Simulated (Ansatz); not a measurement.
Molecule: sum formula SiN₃H₆ (charge 0, doublet). It need not be the lowest isomer of its formula. 
Structure (B3LYP-D3(BJ)/def2-TZVP (Ansatz, an electronic-structure program) minimum search):
SMILES: N[Si](N)N
```xyz
10

N      0.4682     1.3125    -0.8422
Si    -0.0709     0.1886     0.3602
N      1.1467    -1.0327     0.5191
N     -1.5038    -0.5755    -0.2418
H      0.9933     2.1327    -0.5825
H     -0.1408     1.4960    -1.6262
H      1.2697    -1.5280     1.3884
H      2.0280    -0.8874     0.0483
H     -2.4153    -0.1996    -0.0321
H     -1.5206    -1.5840    -0.2852
```
Charge 0, spin multiplicity 2.

Basis-set convergence of Hartree-Fock and CCSD correlation energies (hartree) with Ansatz. Correlated levels leave the core frozen unless marked. UHF or UKS for open shells. No spin-orbit coupling. No relativistic terms.

| basis | functions | E(HF) | E(corr, CCSD) |
|---|---|---|---|
| aug-cc-pV(D+d)Z | 155 | -455.86219 | -0.67248 |
| aug-cc-pV(T+d)Z | 331 | -455.92417 | -0.79257 |
| aug-cc-pV(Q+d)Z | 605 | -455.93771 | -0.83008 |

Extrapolating the two largest sets (X = 3 and 4) as X^-3: E(corr) = (64·(-0.83008) - 27·(-0.79257))/37 = -0.8575 Eh, an estimate of the basis-set limit. The largest set recovers 96.8 % of it, the smallest 78.4 %.
